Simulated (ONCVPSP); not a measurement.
## N, ONCV: configuration errors across variants

- Element: nitrogen
- Generator: ONCVPSP 4.0.1
- Type: optimised norm-conserving Vanderbilt (ONCV)
- Functional: LDA (Perdew-Zunger)
- Relativity: scalar-relativistic
- Frozen core: [He]
- Valence charge: 5
- Reference configuration: 2s2 2p2.75 (charge +0.25)
- Partial waves: 2s: rc 1.00 bohr, ncon 4, nbas 9, qcut 5.1 1/bohr, 2 projectors, debl 2.1 Ha; 2p: rc 2.05 bohr, ncon 4, nbas 8, qcut 6.2 1/bohr, 2 projectors, debl 2.5 Ha; d scattering state at 0.1 Ha: rc 1.85 bohr, ncon 5, nbas 8, qcut 5.6 1/bohr, 2 projectors, debl 3.1 Ha
- Local potential: polynomial inside 0.80 bohr (lpopt 4, dvloc0 4 Ha)
- Core correction: Teter function fitted to the true core (icmod 2), fcfact 0.2

All-electron excitation energies from the reference (eV): (1) 2s2 2p3 -2.187; (2) 2s2 2p2 11.545; (3) 2s2 2p1 40.515; (4) 2s1 2p3 22.998.

Errors AE − PS in meV (a dash: test not solved or not reliable):

| change | (1) | (2) | (3) | (4) | bound ghosts | GHOST(+) flags above zero |
| --- | --- | --- | --- | --- | --- | --- |
| base | +2.7 | +54 | +531 | -69 | none | none |
| s: qcut 3.3; p: qcut 4.1; d: qcut 3.7 | +5.6 | +107 | +1004 | -155 | none | none |
| s: qcut 4.6; p: qcut 5.6; d: qcut 5 | +3.2 | +64 | +623 | -86 | none | none |
| s: qcut 5.2; p: qcut 6.4; d: qcut 5.7 | +2.5 | +51 | +503 | -64 | none | none |
| s: qcut 5.8; p: qcut 7; d: qcut 6.3 | +2.1 | +43 | +433 | -52 | none | none |
| s: qcut 6.1; p: qcut 7.4; d: qcut 6.7 | +1.9 | +39 | +395 | -46 | none | none |
| s: qcut 6.9; p: qcut 8.4; d: qcut 7.6 | +1.5 | +30 | +313 | -33 | none | none |
| s: qcut 7.3; p: qcut 8.9; d: qcut 8 | +1.3 | +27 | +283 | -27 | none | none |

(1) Give the same row for: s: qcut 3.8; p: qcut 4.6; d: qcut 4.2.

## Answers

(1) +4.6, +89, +849, -127; bound ghosts: none; GHOST(+) flags above zero: none.
